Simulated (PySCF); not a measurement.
**A small calculation by hand: oscillator strength and radiative lifetime**

ClF2H3SSi2, SMILES [SiH](F)(S[SiH2]Cl)F.

Geometry: PBE-D3(BJ)/def2-SVP. This is a generated structure with no PubChem entry under its InChIKey; it may be hypothetical. The values are those of a single conformer.

TDA-M06-2X/def2-SVPD run with PySCF puts the first singlet state with f over 0.02 at 7.09 eV (vertical), with the transition dipole (0.014, -0.247, 0.428) in atomic units.

Task: Find the oscillator strength, the wavelength and the radiative lifetime that this transition would have in vacuum if emission retraced absorption.

Result: 
|μ|² = 0.2444 au, so |μ| = 1.26 D. ΔE = 7.09/27.211 = 0.2606 hartree. f = (2/3) ΔE |μ|² = 0.042 (the program prints 0.042).
λ = 1239.84/7.09 = 175 nm; ν = 57185 cm⁻¹.
Einstein's coefficient A = 0.6670 ν² f s⁻¹ (ν in cm⁻¹) = 9.3e7 s⁻¹, so τ = 1/A = 11 ns. This state is S3; the lower singlets have f = 0.005, 0.010. The figure is the radiative limit of this one transition; relaxation, internal conversion, crossing to triplets and a medium change what is measured.
